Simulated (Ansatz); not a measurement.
Reaction (redistribution): `[Cl][Hf]([Cl])([Cl])[Br]` + `C[O][AlH][SH]` → `C[O][Hf]([Cl])([Cl])[Cl]` + `[SH][AlH][Br]`

Calculated with Ansatz (gas phase, PBE0-D4/def2-TZVP geometries, no zero-point term in ΔE). CBS: MP2 limit from def2 TZ/QZ plus the TZ coupled-cluster correction, frozen cores. DFT in def2-TZVPP. B3LYP here is the variant with VWN-RPA as its local correlation; programs differ in this. Elements past krypton have def2 core potentials. For Br, Hf outer-core shells are correlated without core-valence functions, which leaves a few kJ/mol of doubt a bond. Scalar relativity is left out up to krypton. Each species was taken in one conformer, which may not be the lowest.

`[Cl][Hf]([Cl])([Cl])[Br]`:

```xyz
5

Cl   -1.953    1.149    0.522
Hf   -0.006    0.018   -0.021
Cl   -0.306   -1.106   -2.023
Cl    1.726    1.540   -0.247
Br    0.539   -1.601    1.768
```

`C[O][AlH][SH]`:

Z-matrix (Å, degrees):
```
C
O 1 1.394
H 1 1.098 2 112.7
H 1 1.095 2 110.2 3 120.5
H 1 1.095 2 110.1 3 -120.5
Al 2 1.679 1 138.3 3 -1.4
S 6 2.185 2 120.8 1 -0.1
H 6 1.569 2 118.9 1 179.9
H 7 1.345 6 93.5 2 -0.1
```

`C[O][Hf]([Cl])([Cl])[Cl]`:

Cartesian coordinates in Å:
```
C -1.513 0.318 -0.777
O -0.292 0.062 -0.152
Hf 1.345 -0.282 0.690
Cl 3.054 -0.057 -0.894
Cl 1.624 1.266 2.425
Cl 1.295 -2.464 1.538
H -1.347 0.566 -1.828
H -2.154 -0.565 -0.715
H -2.013 1.157 -0.287
```

`[SH][AlH][Br]`:

Cartesian coordinates in Å:
```
S -1.437 0.752 0.543
Al 0.388 0.174 -0.479
Br 1.486 -1.665 0.219
H -1.372 -0.284 1.398
H 0.934 1.022 -1.681
```

```csv
level,ΔE (kJ/mol)
BLYP-D4,-27.1
B3LYP-D4,-28.0
r2SCANh-D4,-29.3
r2SCAN0-D4,-29.4
B3LYP,-30.2
r2SCANh,-29.4
CCSD(T)/def2-SVP,-45.0
HF/def2-TZVPP,-34.1
```

(1) What does CCSD(T)/CBS give? (Estimate.)

Largest T1 diagnostic among the species: 0.014.

Results:

(1) The calculation gave: -28.9 kJ/mol. The listed levels differ from it by 1.8, 0.9, -0.4, -0.5, -1.3, -0.5, -16.1, -5.2 kJ/mol.

In def2-TZVPP, CCSD(T) changes the Hartree–Fock value by +3.7 kJ/mol (the triples alone add +1.2 kJ/mol) and MP2 by +5.5 kJ/mol. At CCSD(T), def2-SVP lies −16.0 kJ/mol from the extrapolated value and def2-TZVPP −1.5 kJ/mol.
